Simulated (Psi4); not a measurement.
Psi4 input (wB97X-D/6-311+G**):

```
memory 1500 MB

molecule {
-1 1
Si   -0.78938600   -0.50066100   -0.22796900
F    -1.35647200    1.07059600   -0.03395900
Cl    1.42786300   -0.09936500    0.13243300
H    -1.01401000   -0.93690900    1.24582900
symmetry c1
no_reorient
no_com
}

set {
  basis 6-311+G**
  reference rks
  scf_type pk
  dft_radial_points 99
  dft_spherical_points 590
  e_convergence 1e-8
  d_convergence 1e-7
  maxiter 150
}

e = energy('wb97x-d')
print_out(f'\nFINAL {e:.10f} DIPOLE {variable("CURRENT DIPOLE")[0]:.6f} {variable("CURRENT DIPOLE")[1]:.6f} {variable("CURRENT DIPOLE")[2]:.6f}\n')
```

Output:

```
   => Loading Basis Set <=

    Name: 6-311+G**
    Role: ORBITAL
    Keyword: BASIS
    atoms 1 entry SI         line   351 file 6-311pgss.gbs
    atoms 2 entry F          line   192 file 6-311pgss.gbs
    atoms 3 entry CL         line   468 file 6-311pgss.gbs
    atoms 4 entry H          line    42 file 6-311pgss.gbs

   => WB97X-D: Empirical Dispersion <=

    Chai and Head-Gordon Dispersion Correction
    Chai, J.-D.; Head-Gordon, M. (2010), J. Chem. Phys., 132: 6615-6620

        s6 =       1.000000

         ---------------------------------------------------------
                                   SCF
               by Justin Turney, Rob Parrish, Andy Simmonett
                          and Daniel G. A. Smith
                              RKS Reference
         ---------------------------------------------------------

  ==> Geometry <==

    Molecular point group: c1
    Full point group: C1

    Geometry (in Angstrom), charge = -1, multiplicity = 1:

       Center              X                  Y                   Z               Mass
    ------------   -----------------  -----------------  -----------------  -----------------
         SI          -0.789386000000    -0.500661000000    -0.227969000000    27.976926534650
         F           -1.356472000000     1.070596000000    -0.033959000000    18.998403162730
         CL           1.427863000000    -0.099365000000     0.132433000000    34.968852682000
         H           -1.014010000000    -0.936909000000     1.245829000000     1.007825032230

  Running in c1 symmetry.

  Rotational constants: A =      0.59194  B =      0.12750  C =      0.10800 [cm^-1]
  Rotational constants: A =  17745.89761  B =   3822.21801  C =   3237.83630 [MHz]
  Nuclear repulsion =  131.557537702603469

  Charge       = -1
  Multiplicity = 1
  Electrons    = 42
  Nalpha       = 21
  Nbeta        = 21

  ==> Algorithm <==

  SCF Algorithm Type is PK.
  DIIS enabled.
  MOM disabled.
  Fractional occupation disabled.
  Guess Type is SAD.
  Energy threshold   = 1.00e-08
  Density threshold  = 1.00e-07
  Integral threshold = 1.00e-12

  ==> Primary Basis <==

  Basis Set: 6-311+G**
    Blend: 6-311+G**
    Number of shells: 42
    Number of basis functions: 88
    Number of Cartesian functions: 91
    Spherical Harmonics?: true
    Max angular momentum: 2

  ==> DFT Potential <==

   => LibXC <=

    Version 7.1.2
    S. Lehtola, C. Steigemann, M. J. T. Oliveira, and M. A. L. Marques,  SoftwareX 7, 1–5 (2018) (10.1016/j.softx.2017.11.002)

   => Composite Functional: WB97X-D <=

    wB97X-D Hyb-GGA Exchange-Correlation Functional

    J.-D. Chai and M. Head-Gordon,  Phys. Chem. Chem. Phys. 10, 6615–6620 (2008) (10.1039/B810189B)

    Deriv               =              1
    GGA                 =           TRUE
    Meta                =          FALSE

    Exchange Hybrid     =           TRUE
    MP2 Hybrid          =          FALSE

   => Exchange-Correlation Functionals <=

    1.0000   wB97X-D range-separated functional

   => Exact (HF) Exchange <=

    0.7780            HF,LR [omega = 0.2000]
    0.2220               HF

   => LibXC Density Thresholds  <==

    XC_HYB_GGA_XC_WB97X_D:  1.00E-14

   => Molecular Quadrature <=

    Radial Scheme          =       TREUTLER
    Pruning Scheme         =           NONE
    Nuclear Scheme         =       TREUTLER

    Blocking Scheme        =         OCTREE
    BS radius alpha        =              1
    Pruning alpha          =              1
    Radial Points          =             99
    Spherical Points       =            590
    Total Points           =         227203
    Total Blocks           =           1741
    Max Points             =            256
    Max Functions          =             85
    Weights Tolerance      =       1.00E-15

  ==> Integral Setup <==

  Using in-core PK algorithm.
   Calculation information:
      Number of atoms:                   4
      Number of AO shells:              42
      Number of primitives:             76
      Number of atomic orbitals:        91
      Number of basis functions:        88

      Integral cutoff                 1.00e-12
      Number of threads:                 1

  Performing in-core PK
  Using 23008458 doubles for integral storage.
  We computed 337361 shell quartets total.
  Whereas there are 408156 unique shell quartets.

  Computing range-separated integrals for PK
  We computed 337361 wK shell quartets total.
  Whereas there are 408156 wK unique shell quartets.

  ==> DiskJK: Disk-Based J/K Matrices <==

    J tasked:                  Yes
    K tasked:                  Yes
    wK tasked:                 Yes
    Omega:               2.000E-01
    Schwarz Cutoff:          1E-12


  Cached 100.0% of DFT collocation blocks in 0.412 [GiB].

  Minimum eigenvalue in the overlap matrix is 3.0632804714E-03.
  Reciprocal condition number of the overlap matrix is 5.0676855475E-04.
    Using symmetric orthogonalization.

  ==> Pre-Iterations <==

  SCF Guess: Superposition of Atomic Densities via on-the-fly atomic UHF (no occupation information).

   -------------------------
    Irrep   Nso     Nmo
   -------------------------
     A         88      88
   -------------------------
    Total      88      88
   -------------------------

  ==> Iterations <==

                        Total Energy        Delta E     RMS |[F,P]|

   @RKS iter SAD:  -849.49275639065036   -8.49493e+02   0.00000e+00
   @RKS iter   1:  -850.17494613359599   -6.82190e-01   6.35903e-03 DIIS/ADIIS
   @RKS iter   2:  -850.18146169594138   -6.51556e-03   6.86516e-03 DIIS/ADIIS
   @RKS iter   3:  -850.27775200092628   -9.62903e-02   1.04845e-03 DIIS/ADIIS
   @RKS iter   4:  -850.28009701930046   -2.34502e-03   1.46942e-04 DIIS/ADIIS
   @RKS iter   5:  -850.28021989444937   -1.22875e-04   5.28923e-05 DIIS
   @RKS iter   6:  -850.28023875828399   -1.88638e-05   1.74788e-05 DIIS
   @RKS iter   7:  -850.28024198724245   -3.22896e-06   4.80954e-06 DIIS
   @RKS iter   8:  -850.28024253605167   -5.48809e-07   1.50865e-06 DIIS
   @RKS iter   9:  -850.28024259698714   -6.09355e-08   5.27936e-07 DIIS
   @RKS iter  10:  -850.28024260295228   -5.96515e-09   1.18158e-07 DIIS
   @RKS iter  11:  -850.28024260329198   -3.39696e-10   2.35238e-08 DIIS
  Energy and wave function converged.

  ==> Post-Iterations <==

   Electrons on quadrature grid:
      Ntotal   =   41.9999992757 ; deviation = -7.243e-07

    Orbital Energies [Eh]
    ---------------------

    Doubly Occupied:

       1A   -101.499216     2A    -66.093168     3A    -24.585634
       4A     -9.367771     5A     -7.113426     6A     -7.109306
       7A     -7.108708     8A     -5.219889     9A     -3.566561
      10A     -3.564561    11A     -3.559147    12A     -1.072484
      13A     -0.697340    14A     -0.427256    15A     -0.330005
      16A     -0.325059    17A     -0.303604    18A     -0.230278
      19A     -0.206484    20A     -0.200592    21A     -0.095558

    Virtual:

      22A      0.190090    23A      0.194841    24A      0.205317
      25A      0.212850    26A      0.261788    27A      0.272777
      28A      0.276832    29A      0.283087    30A      0.291538
      31A      0.349867    32A      0.366769    33A      0.466263
      34A      0.487445    35A      0.495281    36A      0.503473
      37A      0.515727    38A      0.550848    39A      0.619809
      40A      0.638662    41A      0.679693    42A      0.701779
      43A      0.716896    44A      0.826535    45A      0.864814
      46A      0.901791    47A      0.913116    48A      0.984896
      49A      1.156897    50A      1.168836    51A      1.175545
      52A      1.182739    53A      1.185883    54A      1.200786
      55A      1.419793    56A      1.503853    57A      1.509287
      58A      1.586792    59A      1.601359    60A      1.624612
      61A      1.677987    62A      1.796152    63A      1.821312
      64A      2.228611    65A      2.237280    66A      2.565707
      67A      2.572511    68A      2.631385    69A      2.884901
      70A      4.079331    71A      4.082795    72A      4.115242
      73A      4.127639    74A      4.339162    75A      5.842161
      76A      6.607908    77A      6.623951    78A      6.676998
      79A      9.987826    80A     11.649090    81A     11.651128
      82A     11.689237    83A     26.155623    84A     26.161903
      85A     26.360302    86A     67.129107    87A    141.312208
      88A    216.058256

    Final Occupation by Irrep:
              A
    DOCC [    21 ]
    NA   [    21 ]
    NB   [    21 ]

  @RKS Final Energy:  -850.28024260329198

   => Energetics <=

    Nuclear Repulsion Energy =            131.5575377026034687
    One-Electron Energy =               -1448.3490103511608140
    Two-Electron Energy =                 510.1455958548829130
    DFT Exchange-Correlation Energy =     -43.6338110357110409
    Empirical Dispersion Energy =          -0.0005547739065450
    VV10 Nonlocal Energy =                  0.0000000000000000
    Total Energy =                       -850.2802426032919811

Computation Completed

Properties will be evaluated at   0.000000,   0.000000,   0.000000 [a0]

Properties computed using the SCF density matrix

 Multipole Moments:

 ------------------------------------------------------------------------------------
     Multipole            Electronic (a.u.)      Nuclear  (a.u.)        Total (a.u.)
 ------------------------------------------------------------------------------------

 L = 1.  Multiply by 2.5417464519 to convert [e a0] to [Debye]
 Dipole X            :          0.0898456            0.0000170            0.0898626
 Dipole Y            :          0.1049527           -0.0000076            0.1049452
 Dipole Z            :          0.1770017           -0.0000132            0.1769884
 Magnitude           :                                                    0.2245299

 ------------------------------------------------------------------------------------

FINAL -850.2802426033 DIPOLE 0.089863 0.104945 0.176988

*** Psi4 exiting successfully. Buy a developer a beer!
```

The dipole moment of an ion depends on the origin.

The geometry given is a B3LYP-D3(BJ)/def2-TZVP minimum.
